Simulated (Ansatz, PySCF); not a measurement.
System: SnF$_{2}$, net charge 0, triplet state. This is an excited triplet: at this geometry the singlet lies 3.19 eV lower at RI-MP2/CBS(def2-TZVPPD,def2-QZVPPD)+[CCSD(T)-MP2]/def2-TZVPPD. 
Structure (B3LYP-D3(BJ)/def2-TZVP (Ansatz, a program for electronic structure) minimum search):
```xyz
3

Sn     0.0071     0.0022     0.2755
F      0.8013     1.4219    -0.7980
F     -0.8410    -1.4342    -0.7326
```
Charge 0, spin multiplicity 3.

Total electronic energies in hartree. Valence correlation only, unless marked. UHF or UKS for open shells. No spin-orbit coupling. The frozen core is the preceding noble-gas configuration, with the filled d and f shells of earlier blocks. Past Kr the def2 sets carry scalar-relativistic core potentials. STO-3G rows are all-electron and non-relativistic. Basis-set limits of correlation are two-point, X^-3; Hartree-Fock from the larger set. [CCSD(T)-MP2]/basis is that difference in the basis named.

```json
[
 {"level": "HF/def2-TZVPD", "program": "PySCF", "energy (Eh)": "-412.30758"},
 {"level": "HF/def2-TZVPP", "program": "Ansatz", "energy (Eh)": "-412.30537"},
 {"level": "M06-L/def2-TZVPD", "program": "PySCF", "energy (Eh)": "-414.16425"},
 {"level": "r2SCAN/def2-TZVPD", "program": "Ansatz", "energy (Eh)": "[?]"},
 {"level": "PBE0/STO-3G", "program": "Ansatz", "energy (Eh)": "-6161.57649"},
 {"level": "BHLYP-D3(BJ)/def2-TZVPD", "program": "Ansatz + dftd3", "energy (Eh)": "-413.90136"},
 {"level": "BHLYP/def2-TZVPD", "program": "Ansatz", "energy (Eh)": "-413.89936"},
 {"level": "TPSSh/def2-TZVPD", "program": "PySCF", "energy (Eh)": "[?]"},
 {"level": "PW6B95-D3(BJ)/def2-TZVPD", "program": "PySCF + dftd3", "energy (Eh)": "-414.37858"},
 {"level": "wB97M-V/def2-TZVPD", "program": "Ansatz", "energy (Eh)": "-413.95083"},
 {"level": "RPA@PBE/def2-QZVPP", "program": "Ansatz", "energy (Eh)": "-413.24066"},
 {"level": "CCSD/def2-SVPD", "program": "Ansatz", "energy (Eh)": "-412.51552"},
 {"level": "CCSD(T)/STO-3G", "program": "Ansatz", "energy (Eh)": "-6159.36532"},
 {"level": "RI-MP2/CBS(def2-TZVPPD,def2-QZVPPD)+[CCSD(T)-MP2]/def2-SVPD", "program": "Ansatz", "energy (Eh)": "-413.0002"},
 {"level": "CCSD(T)/CBS(def2-TZVPP,def2-QZVPP)", "program": "Ansatz", "energy (Eh)": "-413.0039"}
]
```

**Question.** Some entries are withheld; supply them.

**Answer.** 
- r2SCAN/def2-TZVPD, energy (Eh): -414.05016
- TPSSh/def2-TZVPD, energy (Eh): -413.96378
